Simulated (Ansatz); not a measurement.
A nudged elastic band was laid between two geometries of H6W (7 atoms, charge 0, multiplicity 1).

Method: Ansatz, RKS BLYP/def2-SVP.

```
movable images  : 9
climbing image  : yes
spring          : 5.0 eV/Å²
optimiser       : quadratic models (default)
start path      : through a guess of the saddle point
force threshold : 0.03 eV/Å
iteration limit : 29
end points      : relaxed
```

Image 0:

```xyz
7
Properties=species:S:1:pos:R:3
W 0.357 -0.237 -0.091
H 0.332 0.677 1.322
H 1.843 -0.309 0.778
H -0.503 1.209 -0.122
H -1.090 -0.181 0.765
H -0.505 -1.728 -0.142
H 0.465 0.569 -1.610
```

Image 10:

```xyz
7
Properties=species:S:1:pos:R:3
W -0.963 -0.100 -0.944
H 2.589 0.268 3.084
H 3.127 0.230 2.540
H -0.390 1.390 -0.307
H -2.622 -0.379 -0.592
H -0.183 -1.466 -0.252
H -0.659 0.056 -2.629
```

(1) Which bonds break or form, and what moves?

(2) What energy profile does the band end with?

(3) What is the geometry of the highest image?

Answers

(1) Bonds broken: W1–H2, W1–H3. Bonds formed: H2–H3. H6W becomes H2 + H4W.

(2) The forces met the threshold. The highest image is number 6 of 0 to 10, 48.9 kcal/mol above the first end and 0.6 kcal/mol above the last; the last end lies 48.4 kcal/mol above the first. The profile has 2 maxima (images 1, 6) with wells between them (image 2): this band takes more than one step, which may be the mechanism or a detour left from its start path. A structure lower than the first end lies on the path between it and the top, so the climb from that side starts below the end, which may itself be a saddle point or a shallow side well. A vibrational analysis at the climbing image gives 2 clearly imaginary modes (184i, 133i cm⁻¹): a point of higher order, so a lower path passes nearby. The orbitals stay closed-shell, which can raise the energy where a bond breaks towards radicals; this wasn't checked here.

```
image  path coordinate (Å)  energy (kcal/mol)  W1–H2 (Å)  W1–H3 (Å)  H2–H3 (Å)
    0                 0.00                0.0       1.68       1.72       1.89
    1                 0.79                5.7       1.70       1.71       1.80
    2                 1.58               -0.2       1.70       1.70       1.84
    3                 2.37               14.4       1.72       1.72       1.34
    4                 3.16               37.8       1.96       1.96       0.87
    5                 3.95               45.2       2.35       2.34       0.80
    6                 4.74               48.9       3.05       3.04       0.77
    7                 5.49               48.6       3.82       3.46       0.77
    8                 6.24               48.4       4.44       4.09       0.77
    9                 6.99               48.4       4.89       4.74       0.77
   10                 7.74               48.4       5.38       5.38       0.77
```

(3) 
```xyz
7
Properties=species:S:1:pos:R:3
W -0.424 -0.021 -0.428
H 1.671 0.443 1.739
H 1.742 -0.321 1.691
H 0.104 1.459 0.258
H -2.127 -0.214 -0.285
H 0.414 -1.432 0.068
H -0.479 0.085 -2.143
```

The run took 7.1 min on 1 thread of Arm Neoverse V2, on a shared host, peak memory 0.12 GiB.
